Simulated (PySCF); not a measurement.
# Bond lengths and vibrations by method: ClGeHNO anion

These are calculations, not measurements. They come from PySCF 2.14.0, an open-source quantum chemistry program, on an isolated molecule that a program drew, which may never have been made. The molecule is ClGeHNO anion (charge -1, singlet), drawn as the SMILES string `[NH]=[Ge]([O-])[Cl]`.

The geometry was optimised and harmonic frequencies were computed with HF and MP2, all in the aug-cc-pV(D+d)Z basis, for the commonest isotopes, with a restricted reference for singlets and an unrestricted one otherwise, and a frozen core in MP2. Germanium has the aug-cc-pVDZ-PP basis, with a core potential (ECP10MDF) in place of its 10 inner electrons, and its 3s, 3p and 3d shells are frozen in MP2. Each result is a local minimum of its method.

Geometry at the HF minimum:
```xyz
5
ClGeHNO anion, angstrom
N     2.1788    0.1696   -2.2016
Ge    0.8275   -0.8047   -1.7775
O    -0.7605   -0.6998   -1.3584
Cl    1.5001   -2.9365   -1.8224
H     1.8700    1.1331   -2.1798
```

Lengths of the bonds as drawn, in Å (atoms numbered as above):
```
bond,HF,MP2
N1-Ge2,1.719,1.771
Ge2-O3,1.646,1.700
Ge2-Cl4,2.236,2.260
N1-H5,1.012,1.039
```

Rotational constants, in GHz:
```
constant     HF    MP2
       A  6.462  6.051
       B  3.148  3.083
       C  2.117  2.042
```

Harmonic frequencies in cm^-1, each column in rising order, so a row needn't be the same motion in every method:
```
rank,HF,MP2
1,214,192
2,253,211
3,280,240
4,354,338
5,527,501
6,847,?
7,979,903
8,1037,963
9,3670,3375
```

**Estimate the missing MP2 frequency from the HF column.**

A single factor s that minimises the squared misfit of MP2 against s times HF over the other rows is sum(HF x MP2) / sum(HF^2) = 0.9205, with an rms misfit of 13 cm^-1. For rank 6 it gives 0.9205 x 847 = 780 cm^-1. The calculation gives 766 cm^-1, 14 cm^-1 below the estimate. The drawn bonds are on average 2.5 % longer in MP2 than in HF.
